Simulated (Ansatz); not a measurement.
Ideal-gas functions of Cl₄Ga−, SMILES `[Cl][Ga-]([Cl])([Cl])[Cl]` at 400 K and 1 bar, from an Ansatz frequency run at PBE0-D4/def2-TZVPD.

Molar mass 211.54 g/mol, point group Td (symmetry number 12), electronic degeneracy 1, moments of inertia 457.519, 457.523, 457.526 u Å². Harmonic wavenumbers (cm⁻¹, unscaled): 102, 102, 145, 145, 145, 337, 375, 375, 375.

Use S(trans) = R[1.5 ln M + 2.5 ln T − 1.1517]; rotational temperatures θ = 24.2544 K / I; S(rot) = R[ln(√π/σ · √(T³/θAθBθC)) + 1.5]; for each mode x = 1.438777 ν̃/T, S = R[x/(eˣ − 1) − ln(1 − e⁻ˣ)] and H = RT x/(eˣ − 1); 1 cm⁻¹ = 0.0119627 kJ/mol; R = 8.31446 J/(mol·K).

Question: By hand: the entropy, in J/(mol·K).

Answer: Translation 181.7. Rotation: θ = 0.053, 0.053, 0.053 K, giving 107.9. Vibration, mode by mode: 16.70, 16.70, 13.82, 13.82, 13.82, 7.21, 6.43, 6.43, 6.43, in all 101.3. Electronic 0.0. Sum 390.9 J/(mol·K).

Question: By hand: H − E and G − E in kJ/mol, counted from the electronic energy.

Answer: Zero-point energy ½ × 2101 × 0.0119627 = 12.6; thermal vibration 19.5; translation, rotation and pV give 4 RT = 13.3. H − E = 45.4 kJ/mol, and G − E = 45.4 − 400 × 390.9/1000 = -111.0 kJ/mol.

Vibration gives 26 % of the entropy, 74.9 J/(mol·K) of it from the modes under 150 cm⁻¹: soft modes count most, and the harmonic formula is weakest for them.
